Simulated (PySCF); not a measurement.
# A thermochemical cycle for SiI

PBE in PySCF with x2c-SVPall on every atom, spin-free X2C, for the lowest determinant that a PBE0 search found; no spin–orbit coupling. SiI, a doublet (π ↑), has De = 3.48 eV to neutral atoms, and SiI⁺, a singlet (closed shell), has De = 4.53 eV to Si⁺ + I.

At the same level the Si atom ionises at 8.17 eV.

Problem. What is the adiabatic ionisation energy of the molecule, and does ionisation strengthen or weaken the bond?

Solution. IE = IE(Si) + De(neutral) − De(ion) = 8.17 + 3.48 − 4.53 = 7.12 eV. De changes by +1.05 eV, so ionisation strengthens the bond.

Spin–orbit coupling is left out, which matters for elements this heavy, above all for dissociation energies. For an ion De counts to the pair picked by the measured ionisation energies or electron affinities, which need not be the lowest pair at this level. States were picked by a PBE0 search and need not be the measured ground states.
